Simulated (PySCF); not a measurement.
Simulation results for Al2BH4, AlB2FH3, AlB2H3N

All values are calculated (PySCF 2.14.0). Calculation on a computer-drawn molecule: optimised geometry and harmonic frequencies of an isolated molecule of the commonest isotopes, restricted reference for singlets and unrestricted otherwise, frozen core in MP2.

Common to all runs: charge 0; multiplicity 2; basis cc-pV(D+d)Z.

(1) Al2BH4

Start structure:
```xyz
7
Al2BH4
B     -3.0745    -1.5353     0.7118
Al    -1.6565    -0.6507    -0.4647
Al     0.3709     0.8355    -0.6508
H     -4.1453    -1.5182     1.0732
H     -1.6714    -0.2024    -2.0090
H      1.6466     1.4025     0.1442
H      0.0635     1.2771    -2.1685
```

```
method                                        : HF
rotational constants                          : 18.2, 2.735, 2.463 GHz
total energy                                  : -510.7475 hartree
spin squared                                  : 0.7604
convergence status largest gradient component : 6.901e-06 hartree/bohr
```

Drawn bonds:
```tsv
atom	other atom	order
1	2	1
2	3	1
1	4	1
2	5	1
3	6	1
3	7	1
```

Optimised structure:
```xyz
7
Al2BH4
B     -3.0854    -0.9432     0.5549
Al    -1.7309    -0.7003    -0.9725
Al     0.3019     0.9444    -0.7554
H     -3.8531    -1.0619     1.4579
H     -2.0097    -1.5735    -2.2713
H      1.7068     0.4753    -0.1797
H      0.2037     2.4676    -1.1976
```

Modes:
```tsv
frequency (cm⁻¹)	reduced mass (dalton)
40.65	1.097
114.4	3.689
298	1.195
329.9	1.127
341.1	8.997
459.6	1.235
489	1.068
599.3	1.199
665.1	5.424
748.8	1.322
851.5	1.074
1938	1.037
1947	1.058
1955	1.031
2805	1.1
```

(2) Al2BH4

Start structure:
```xyz
7
Al2BH4
B     -3.0854    -0.9432     0.5549
Al    -1.7309    -0.7003    -0.9725
Al     0.3019     0.9445    -0.7554
H     -3.8531    -1.0619     1.4579
H     -2.0097    -1.5735    -2.2713
H      1.7068     0.4753    -0.1797
H      0.2037     2.4676    -1.1976
```

```
method                                        : MP2
rotational constants                          : 17.19, 2.826, 2.516 GHz
total energy                                  : -510.9311 hartree
spin squared                                  : 0.7607
convergence status largest gradient component : 2.581e-05 hartree/bohr
```

Drawn bonds:
```tsv
atom	other atom	order
1	2	1
2	3	1
1	4	1
2	5	1
3	6	1
3	7	1
```

Optimised structure:
```xyz
7
Al2BH4
B     -3.0474    -0.9251     0.5341
Al    -1.7257    -0.7191    -1.0168
Al     0.2771     0.9317    -0.7437
H     -3.7875    -1.0037     1.4747
H     -2.0232    -1.6003    -2.3036
H      1.6718     0.4661    -0.1453
H      0.1682     2.4588    -1.1632
```

Modes:
```tsv
frequency (cm⁻¹)	reduced mass (dalton)
25.8	1.091
96.54	3.637
295.8	1.117
341.1	9.226
381.9	1.256
437.7	1.181
453.6	1.06
571.6	1.177
659.4	5.562
723.1	1.351
811.6	1.076
1927	1.034
1939	1.035
1941	1.058
2747	1.101
```

(3) AlB2FH3

Start structure:
```xyz
7
AlB2FH3
B     -1.0069    -1.8417     0.1811
Al     0.6058    -1.4711    -1.0406
B      1.1608     0.5774    -0.7858
F      1.8922     0.8754     0.3071
H     -1.8301    -1.5657     0.9146
H      1.3774    -2.6095    -1.7956
H      0.7387     1.5949    -1.3191
```

```
method                                        : HF
rotational constants                          : 13.39, 2.625, 2.346 GHz
total energy                                  : -392.4176 hartree
spin squared                                  : 0.7591
convergence status largest gradient component : 1.913e-05 hartree/bohr
```

Drawn bonds:
```tsv
atom	other atom	order
1	2	1
2	3	1
3	4	1
1	5	1
2	6	1
3	7	1
```

Optimised structure:
```xyz
7
AlB2FH3
B     -1.1170    -1.8742     0.2790
Al     0.5139    -1.3191    -0.8470
B      1.2952     0.7078    -0.7701
F      2.0365     1.1028     0.2739
H     -2.0601    -2.1917     0.9320
H      1.1419    -2.4250    -1.7958
H      1.1274     1.5590    -1.6103
```

Modes:
```tsv
frequency (cm⁻¹)	reduced mass (dalton)
23.62	3.187
134.4	3.019
221.2	3.391
308.4	1.288
429.2	1.613
521.3	1.299
558.4	2.135
670.6	4.895
750.4	1.41
813	1.622
1159	1.563
1281	3.525
1962	1.042
2650	1.088
2812	1.1
```

(4) AlB2H3N

Start structure:
```xyz
7
AlB2H3N
B     -1.6424     1.4179    -0.6222
Al     0.3907     1.1468    -0.6420
B      1.5730    -0.4497    -1.1528
N      2.1960    -1.5124    -1.4179
H     -2.7608     1.4624    -0.7351
H      1.2422     2.4545    -0.1125
H      2.7999    -2.3325    -1.7236
```

```
method                                        : HF
rotational constants                          : 18.71, 2.604, 2.286 GHz
total energy                                  : -347.4157 hartree
spin squared                                  : 0.7585
convergence status largest gradient component : 3.327e-05 hartree/bohr
```

Drawn bonds:
```tsv
atom	other atom	order
1	2	1
2	3	1
3	4	2
1	5	1
2	6	1
4	7	1
```

Optimised structure:
```xyz
7
AlB2H3N
B     -1.5460     1.3027    -0.6946
Al     0.5029     1.2855    -0.5749
B      1.5437    -0.4724    -1.1296
N      2.1429    -1.4995    -1.4546
H     -2.7332     1.3120    -0.7648
H      1.2606     2.5766    -0.0739
H      2.6277    -2.3178    -1.7136
```

Modes:
```tsv
frequency (cm⁻¹)	reduced mass (dalton)
112.1	3.768
237.8	2.954
308.4	1.301
308.6	3.75
465.5	8.529
468.4	1.384
543.3	1.231
569.2	1.231
608	1.252
690.6	4.341
754.7	1.377
1993	1.056
2040	7.032
2821	1.1
4079	1.102
```

(5) AlB2H3N

Start structure:
```xyz
7
AlB2H3N
B     -1.5460     1.3027    -0.6946
Al     0.5029     1.2855    -0.5749
B      1.5437    -0.4724    -1.1296
N      2.1429    -1.4995    -1.4546
H     -2.7332     1.3120    -0.7648
H      1.2606     2.5766    -0.0739
H      2.6277    -2.3178    -1.7136
```

```
method                                        : MP2
rotational constants                          : 18.24, 2.621, 2.291 GHz
total energy                                  : -347.7743 hartree
spin squared                                  : 0.7586
convergence status largest gradient component : 3.147e-05 hartree/bohr
```

Drawn bonds:
```tsv
atom	other atom	order
1	2	1
2	3	1
3	4	2
1	5	1
2	6	1
4	7	1
```

Optimised structure:
```xyz
7
AlB2H3N
B     -1.5309     1.2992    -0.6950
Al     0.5184     1.2987    -0.5692
B      1.5314    -0.4507    -1.1230
N      2.1354    -1.5077    -1.4582
H     -2.7261     1.2882    -0.7726
H      1.2502     2.6043    -0.0647
H      2.6201    -2.3449    -1.7233
```

Modes:
```tsv
frequency (cm⁻¹)	reduced mass (dalton)
99.3	3.763
209.6	3.437
268.2	4.304
356.5	1.345
443.5	1.302
464	8.355
491.4	1.198
510.9	1.187
577.3	1.192
677.9	4.579
731.1	1.417
1854	7.732
1969	1.044
2760	1.101
3851	1.101
```

(6) AlB2H3N

Start structure:
```xyz
7
AlB2H3N
B     -2.3257    -1.6442    -0.6872
Al    -0.5597    -1.6526    -0.0044
N      0.0344    -0.3730     1.0567
B      0.5834     0.4980     1.8455
H     -3.4997    -1.4744    -1.0831
H      0.6362    -2.8110    -0.2217
H      0.9694     1.3057     2.5424
```

```
method                                        : HF
rotational constants                          : 20.19, 3.268, 2.813 GHz
total energy                                  : -347.4598 hartree
spin squared                                  : 0.7589
convergence status largest gradient component : 3.202e-05 hartree/bohr
```

Drawn bonds:
```tsv
atom	other atom	order
1	2	1
2	3	1
3	4	2
1	5	1
2	6	1
4	7	1
```

Optimised structure:
```xyz
7
AlB2H3N
B     -2.3730    -1.5907    -0.6855
Al    -0.4491    -1.6690     0.0481
N      0.1327    -0.3725     1.1140
B      0.5576     0.5288     1.8629
H     -3.4790    -1.5508    -1.1228
H      0.4932    -2.8749    -0.3361
H      0.9559     1.3776     2.5676
```

Modes:
```tsv
frequency (cm⁻¹)	reduced mass (dalton)
111.5	3.266
156.4	3.391
223.8	1.261
235.5	4.111
489.4	1.29
604.9	2.688
665.2	1.705
711.3	2.627
777.3	1.772
828.6	1.353
834.4	1.356
1948	5.02
1994	1.05
2813	1.1
2978	1.192
```

(7) AlB2H3N

Start structure:
```xyz
7
AlB2H3N
B     -2.3730    -1.5907    -0.6855
Al    -0.4491    -1.6690     0.0481
N      0.1328    -0.3725     1.1140
B      0.5576     0.5288     1.8629
H     -3.4790    -1.5508    -1.1228
H      0.4932    -2.8749    -0.3361
H      0.9559     1.3776     2.5676
```

```
method                                        : MP2
rotational constants                          : 19.19, 3.243, 2.774 GHz
total energy                                  : -347.8132 hartree
spin squared                                  : 0.7589
convergence status largest gradient component : 1.989e-05 hartree/bohr
```

Drawn bonds:
```tsv
atom	other atom	order
1	2	1
2	3	1
3	4	2
1	5	1
2	6	1
4	7	1
```

Optimised structure:
```xyz
7
AlB2H3N
B     -2.3680    -1.5866    -0.6864
Al    -0.4420    -1.7044     0.0285
N      0.1404    -0.3859     1.1085
B      0.5544     0.5462     1.8728
H     -3.4876    -1.5242    -1.1054
H      0.5029    -2.9064    -0.3512
H      0.9383     1.4099     2.5812
```

Modes:
```tsv
frequency (cm⁻¹)	reduced mass (dalton)
96.79	3.333
138.1	3.661
213.7	4.257
283.9	1.279
463.3	1.252
583.7	2.494
625.5	1.753
692.4	2.586
720.4	1.323
729.5	1.33
746.3	1.83
1801	5.636
1985	1.043
2765	1.101
2896	1.174
```

(8) AlB2FH3

Start structure:
```xyz
7
AlB2FH3
B     -0.0674    -2.2721     0.6208
Al     0.6308    -0.5287     1.3188
B     -0.8249     0.8896     1.1514
F      2.1528    -0.3148     1.9054
H     -1.1021    -2.6608     0.2753
H     -1.6856     1.0068     1.9548
H     -1.0695     1.4376     0.1590
```

```
method                                        : HF
rotational constants                          : 6.519, 4.931, 2.874 GHz
total energy                                  : -392.4378 hartree
spin squared                                  : 0.7599
convergence status largest gradient component : 1.105e-05 hartree/bohr
```

Drawn bonds:
```tsv
atom	other atom	order
1	2	1
2	3	1
2	4	1
1	5	1
3	6	1
3	7	1
```

Optimised structure:
```xyz
7
AlB2FH3
B     -0.1962    -2.4736     0.5843
Al     0.3244    -0.5778     1.2055
B     -0.9080     1.1789     1.2025
F      1.8860    -0.4236     1.7689
H     -0.5181    -3.5587     0.2202
H     -1.5940     1.4852     2.1422
H     -0.9600     1.9272     0.2619
```

Modes:
```tsv
frequency (cm⁻¹)	reduced mass (dalton)
87.87	1.035
149.1	3.218
187.8	4.019
208.4	5.708
234.6	1.208
533.6	4.986
580.7	1.33
658.1	2.039
717.1	2.605
827.7	6.974
902.4	1.558
1249	1.131
2654	1.054
2723	1.121
2821	1.1
```
